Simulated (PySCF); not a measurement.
**Peak assignment**

Mapped SMILES: `[N:1]#[C:2][S:3][c:4]1[cH:5][cH:6][o:7][cH:8]1`. Each H is labelled by its parent atom.

Computed data (PySCF 2.14.0 with density-fitted response routines): shielding tensors at B97-2/pcSseg-2 (GIAO), coordinates at the PBE0-D3(BJ)/def2-TZVP level. Relativity neglected, isolated molecule, one computed conformer.

Shifts are taken against calculated references (same method and geometry level): 13C (185.38 ppm) and 1H (31.64 ppm) vs TMS.

Q: Assign these signals to the numbered atoms. 13C{1H} NMR (computed): δ 151.4 (CH), 145.6 (CH), 117.9 (C), 115.0 (CH), 115.0 (C).

A: 
151.4 → C6, aromatic CH next to the ring oxygen
145.6 → C8, aromatic CH next to the ring oxygen
117.9 → C4, aromatic carbon bearing sulfur
115.0 → C5, aromatic CH
115.0 → C2, nitrile carbon: C≡N carbons fall here, among the sp2 signals but without a proton

C5 and C2 lie closer than the usual error of such a calculation, so a measured spectrum could show them in the other order.

Q: Assign these signals to the numbered atoms. 1H NMR (300 MHz, computed): δ 7.70 (m, 1H), 7.62 (m, 1H), 6.44 (m, 1H).

A: 
| δ (ppm) | atoms | environment | reason |
| --- | --- | --- | --- |
| 7.70 | H(C8) | hydrogen on an aromatic CH next to the ring oxygen | it sits in the deshielding region of the aromatic ring current |
| 7.62 | H(C6) | hydrogen on an aromatic CH next to the ring oxygen | – |
| 6.44 | H(C5) | hydrogen on an aromatic CH | aromatic region |

H(C8) and H(C6) lie closer than the usual error of such a calculation, so a measured spectrum could show them in the other order.

Shifts are as computed. Against solution values, carbons near 30 ppm lie about +3 ppm off and those near 130 ppm about +7 ppm; carbons on S a further +4 ppm. Of 1211 compounds with measured shifts, 218 miss one by over three times the rms of a fit or turn the order of signals round; such compounds aren't used in these exercises. Multiplicities follow the n + 1 count of equivalent neighbours, as no J values were calculated; m marks all less simple cases, F and P coupling included.
